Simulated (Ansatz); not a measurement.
InSi19H28⁻, a doped nanocrystal cut from the lattice of silicon (In on an inner site). Total charge -1; triplet. Geometry r2SCAN-D4/def2-SVP, that of the charge -1 singlet; atoms count from 1.

```
atom   x (Å)   y (Å)   z (Å)
 Si1  -2.360   3.766   0.773
 Si2   3.727   1.850  -1.985
 Si3   3.405  -1.903   0.588
 Si4  -2.568   0.504   2.843
 Si5   0.309  -2.181   2.686
 In6   0.789   1.280   0.742
 Si7  -1.631   1.605  -2.501
 Si8   1.067  -1.051  -2.564
 Si9  -1.994  -1.568  -0.400
Si10   0.727  -4.255  -0.548
Si11   2.325   2.975  -0.470
Si12  -1.175   2.257   2.128
Si13  -3.176   2.873  -1.251
Si14   1.971  -0.670   1.981
Si15   2.546   0.512  -3.523
Si16   2.272  -2.664  -1.334
Si17  -1.279  -1.073   4.034
Si18  -3.589  -0.714   1.106
Si19  -0.812  -3.171   0.861
Si20  -0.482   0.046  -1.181
 H21  -3.526   4.425   1.462
 H22  -1.428   4.882   0.391
 H23   4.600   2.773  -2.793
 H24   4.668   0.947  -1.241
 H25   3.941  -3.137   1.263
 H26   4.604  -1.098   0.181
 H27  -3.669   0.963   3.766
 H28   0.870  -3.317   3.504
 H29  -0.644   2.580  -3.077
 H30  -2.373   1.011  -3.667
 H31   0.427  -1.801  -3.705
 H32  -2.716  -2.299  -1.501
 H33   1.444  -5.350   0.193
 H34   0.000  -4.905  -1.691
 H35   3.233   3.791   0.413
 H36   1.566   3.981  -1.293
 H37  -0.823   3.018   3.382
 H38  -3.653   4.021  -2.098
 H39  -4.390   2.040  -0.972
 H40   2.757  -0.327   3.221
 H41   3.531  -0.218  -4.394
 H42   1.766   1.411  -4.440
 H43   3.249  -3.355  -2.248
 H44  -0.572  -0.397   5.175
 H45  -2.202  -2.091   4.648
 H46  -4.306  -1.883   1.726
 H47  -4.641   0.102   0.416
 H48  -1.788  -4.186   1.395
```

In the def2 sets In takes a core potential; there is no spin–orbit coupling. Single mean-field runs in def2-SVP are fitted with def2-universal-jkfit. The highest occupied level of the charge -1 triplet lies above zero (up to 0.40 eV). By energy differences its removal costs 0.62 eV (vertical, to the charge 0 doublet, at PBE0-D4/def2-SVP); self-interaction error and the lack of diffuse functions both raise the level. At PBE0-D4/def2-SVP a singlet of charge -1 lies 4.15 eV below the triplet at the same geometry.

Problem. Estimate the Mulliken populations of the heavy atoms from the PBE0/def2-SVP orbitals of Ansatz.

Solution. 
```tsv
atom	charge (e)	spin (α − β)
Si1	0.08	-0.02
Si2	0.02	0.01
Si3	0.08	0.01
Si4	-0.07	0.00
Si5	-0.07	0.03
In6	0.39	0.33
Si7	0.07	0.06
Si8	-0.13	0.22
Si9	-0.01	0.01
Si10	0.12	0.01
Si11	-0.06	0.01
Si12	-0.16	0.20
Si13	0.04	0.07
Si14	-0.16	0.03
Si15	0.11	-0.01
Si16	-0.06	0.02
Si17	0.11	0.00
Si18	0.09	0.06
Si19	-0.06	0.05
Si20	-0.18	0.59
```
Mulliken values and Mayer orders depend strongly on the basis.

Problem. Where does the spin sit?

Solution. Summed by element: Si 1.35, In 0.33, H 0.31, of 2 unpaired in all. Largest on single atoms: Si20 0.59, In6 0.33, Si8 0.22.

Problem. And the Mayer bond orders between bonded heavy atoms (over 0.3)?

Solution. Si1–Si12 0.97 (2.35 Å); Si1–Si13 0.96 (2.36 Å); Si2–Si11 0.99 (2.35 Å); Si2–Si15 0.96 (2.36 Å); Si3–Si14 0.96 (2.35 Å); Si3–Si16 0.94 (2.36 Å); Si4–Si12 0.96 (2.35 Å); Si4–Si17 0.95 (2.36 Å); Si4–Si18 0.95 (2.35 Å); Si5–Si14 0.96 (2.35 Å); Si5–Si17 0.94 (2.36 Å); Si5–Si19 0.94 (2.36 Å); In6–Si11 0.83 (2.59 Å); In6–Si12 0.77 (2.59 Å); In6–Si14 0.81 (2.60 Å); In6–Si20 0.49 (2.62 Å); Si7–Si13 0.99 (2.36 Å); Si7–Si20 0.90 (2.34 Å); Si8–Si15 0.96 (2.36 Å); Si8–Si16 0.96 (2.36 Å); Si8–Si20 0.69 (2.35 Å); Si9–Si18 0.96 (2.35 Å); Si9–Si19 0.90 (2.36 Å); Si9–Si20 0.95 (2.35 Å); Si10–Si16 0.94 (2.35 Å); Si10–Si19 0.95 (2.35 Å).
